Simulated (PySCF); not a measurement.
Shapes and spin states of IrN₂

Method: PySCF, PBE0, basis Ir def2-TZVP with ECP60, N def2-TZVP (scalar-relativistic core potentials, no spin–orbit coupling, density fitting).

Relaxations began from a few typed shapes and spin states; open shells are unrestricted. The search is not exhaustive: other isomers or separated fragments can lie lower, and high-lying points may rest on an excited occupation.

Task: Order these stationary points by electronic energy, lowest first, in kJ/mol from the lowest minimum.
A. quartet D∞h: Ir–N 1.736 Å (×2); N–Ir–N 180.0°
B. quartet C2v: Ir–N 1.715 Å (×2); N–Ir–N 121.4°
C. quartet C∞v: Ir–N 2.043 Å, N–N 1.102 Å; Ir–N–N 180.0°
D. doublet C2v: Ir–N 1.702 Å (×2); N–Ir–N 119.7°
E. doublet D∞h: Ir–N 1.695 Å (×2); N–Ir–N 180.0°

Result: C (0.0), B (253.3), D (311.2), A (385.3), E (397.5).

Task: Which of them are minima?

Result: By energy in kJ/mol, 0.0: minimum; 253.3: minimum; 311.2: minimum; 385.3: saddle point, 2 imaginary modes; 397.5: saddle point, 2 imaginary modes.

Starts that fell apart ended at 30 kJ/mol on the same scale (coarser grid).

For the lowest minimum: open d and f shells are described by one determinant, and the ground state may have another occupation or spin. Spin–orbit coupling, left out here, can matter for elements this heavy.

The electron or spin density has lower symmetry than the nuclear frame for the quartet D∞h at 385.3 kJ/mol.
